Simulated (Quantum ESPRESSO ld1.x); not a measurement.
The run below uses ld1.x (Quantum ESPRESSO 7.5).

```
 &input
    zed=61.0,
    iswitch=1,
    rel=1,
    dft='PBESOL',
    config='[Xe] 4f1 5d1 6s2',
    prefix='ld1',
    max_out_wfc=37,
    file_charge='ld1.rho',
 /
```

Output:

```
     Program LD1 v.7.5 starts

     --------------------------- All-electron run ----------------------------

     scalar relativistic calculation

     atomic number is 61.00
     dft =PBESOL   lsd =0 sic =0 latt =0  beta=0.20 tr2=1.0E-14
     Exchange-correlation= PBESOL
                           (   1   4  10   8   0   0   0)
     mesh =2091 r(mesh) = 100.39638 a.u. xmin = -8.00 dx = 0.00800
     1 Ry =  13.60569312 eV, c = 137.03599908

     n l     nl                  e(Ry)          e(Ha)          e(eV)
     1 0     1S 1( 2.00)     -3312.4476     -1656.2238    -45068.1453
     2 0     2S 1( 2.00)      -542.7222      -271.3611     -7384.1122
     2 1     2P 1( 6.00)      -485.2018      -242.6009     -6601.5064
     3 0     3S 1( 2.00)      -122.5103       -61.2551     -1666.8373
     3 1     3P 1( 6.00)      -104.4554       -52.2277     -1421.1879
     4 0     4S 1( 2.00)       -28.2185       -14.1092      -383.9320
     4 1     4P 1( 6.00)       -22.2186       -11.1093      -302.3001
     3 2     3D 1(10.00)       -79.6819       -39.8410     -1084.1281
     5 0     5S 1( 2.00)        -6.3982        -3.1991       -87.0522
     5 1     5P 1( 6.00)        -4.7119        -2.3560       -64.1089
     4 2     4D 1(10.00)       -13.7296        -6.8648      -186.8012
     4 3     4F 1( 1.00)        -4.5013        -2.2507       -61.2438
     5 2     5D 1( 1.00)        -2.5203        -1.2602       -34.2905
     6 0     6S 1( 2.00)        -1.9781        -0.9890       -26.9133

     final scf error:  3.5E-15 reached in  27 iterations

     Etot =  -20026.613517 Ry,  -10013.306759 Ha, -272475.957806 eV

     Ekin =   21362.398725 Ry,   10681.199362 Ha,  290650.241421 eV
     Encl =  -48442.287303 Ry,  -24221.143651 Ha, -659090.895216 eV
     Eh   =    7497.768688 Ry,    3748.884344 Ha,  102012.339871 eV
     Exc  =    -444.493627 Ry,    -222.246813 Ha,   -6047.643882 eV

     normalization and overlap integrals

     s(1S/1S) =  1.000000  <r> =   0.0232  <r2> =    0.0007  r(max) =   0.0148
     s(1S/2S) = -0.020564
     s(1S/3S) = -0.008859
     s(1S/4S) = -0.004287
     s(1S/5S) = -0.001942
     s(1S/6S) = -0.000880
     s(2S/2S) =  1.000000  <r> =   0.0990  <r2> =    0.0116  r(max) =   0.0838
     s(2S/3S) = -0.005536
     s(2S/4S) = -0.002566
     s(2S/5S) = -0.001152
     s(2S/6S) = -0.000521
     s(2P/2P) =  1.000000  <r> =   0.0871  <r2> =    0.0093  r(max) =   0.0676
     s(2P/3P) = -0.004475
     s(2P/4P) = -0.001970
     s(2P/5P) = -0.000830
     s(3S/3S) =  1.000000  <r> =   0.2607  <r2> =    0.0776  r(max) =   0.2391
     s(3S/4S) = -0.001792
     s(3S/5S) = -0.000779
     s(3S/6S) = -0.000350
     s(3P/3P) =  1.000000  <r> =   0.2590  <r2> =    0.0777  r(max) =   0.2334
     s(3P/4P) = -0.001536
     s(3P/5P) = -0.000627
     s(4S/4S) =  1.000000  <r> =   0.5872  <r2> =    0.3887  r(max) =   0.5494
     s(4S/5S) = -0.000529
     s(4S/6S) = -0.000233
     s(4P/4P) =  1.000000  <r> =   0.6190  <r2> =    0.4351  r(max) =   0.5719
     s(4P/5P) = -0.000431
     s(3D/3D) =  1.000000  <r> =   0.2364  <r2> =    0.0658  r(max) =   0.1927
     s(3D/4D) = -0.001111
     s(3D/5D) = -0.000379
     s(5S/5S) =  1.000000  <r> =   1.3182  <r2> =    1.9432  r(max) =   1.2228
     s(5S/6S) = -0.000136
     s(5P/5P) =  1.000000  <r> =   1.4771  <r2> =    2.4514  r(max) =   1.3460
     s(4D/4D) =  1.000000  <r> =   0.6683  <r2> =    0.5159  r(max) =   0.5952
     s(4D/5D) = -0.000279
     s(4F/4F) =  1.000000  <r> =   0.7936  <r2> =    0.7672  r(max) =   0.5904
     s(5D/5D) =  1.000000  <r> =   1.8995  <r2> =    4.1071  r(max) =   1.6572
     s(6S/6S) =  1.000000  <r> =   2.9089  <r2> =    9.3911  r(max) =   2.7213

     ------------------------ End of All-electron run ------------------------
```

Run on one thread of a shared host, so times are rough (Intel(R) Xeon(R) Processor @ 2.60GHz): 0.69 s of CPU time, 0.71 s wall, 27 iterations on 2091 mesh points.
